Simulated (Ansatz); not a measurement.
The cluster Tl4H5⁻. Total charge -1; singlet. Geometry B3LYP-D4/def2-SVPD, basis def2-TZVPD, Ansatz.

```xyz
9

Tl    0.825    2.461    1.543
Tl   -0.063   -0.243   -0.579
Tl   -0.371   -1.417   -3.452
Tl   -0.356   -0.632    2.898
H     0.463   -2.037   -1.487
H     0.601    0.332   -2.443
H     1.586    0.627    2.721
H    -1.005    1.579    2.639
H    -1.679   -0.670   -1.839
```

```
run  HOMO (eV)  LUMO (eV)
  A      -1.32       1.43
  B      -1.57       1.62
  C      -1.43       0.96
  D      -1.18       1.23
  E      -1.05       1.31
  F      -1.83       1.79
```

In the def2 sets Tl takes a core potential; there is no spin–orbit coupling. Another isomer (singlet) lies 0.46 eV lower at PBE0-D4/def2-TZVPD; other spin states weren't run for this one.

The runs used BLYP, LDA (SPW92), PBE, PBE0, r2SCAN, r2SCANh. Estimate which is which.

A r2SCAN (0 % exact exchange); B r2SCANh (10 % exact exchange); C LDA (SPW92) (0 % exact exchange); D PBE (0 % exact exchange); E BLYP (0 % exact exchange); F PBE0 (25 % exact exchange). Exact exchange lowers occupied and raises empty levels; among semilocal functionals meta-GGAs tend to open the gap a little, and such runs are hard to tell apart. The gap grows from 2.36 eV (BLYP) to 3.62 eV (PBE0).
